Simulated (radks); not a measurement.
Ta+, 72 electrons, occupied as [Xe] 4f14 5d3 6s1. All-electron calculation, Dirac Kohn-Sham, BLYP, spin-unpolarised, spherical densities, point nucleus; open shells are shared between the two j in proportion to 2j + 1. Program: a radial shooting solver on a logarithmic mesh with Libxc functionals.

X-ray form factor f0, the Fourier transform of the density (f0(0) = 72):

sin(theta)/lambda (1/angstrom)  f0 (electrons)
0.05                                    71.037
0.1                                     68.530
0.15                                    65.232
0.2                                     61.693
0.25                                    58.160
0.3                                     54.733
0.4                                     48.390
0.5                                     42.880
0.6                                     38.175
0.8                                     30.650
1                                       25.052
1.25                                    20.254
1.5                                     17.254
2                                       13.675
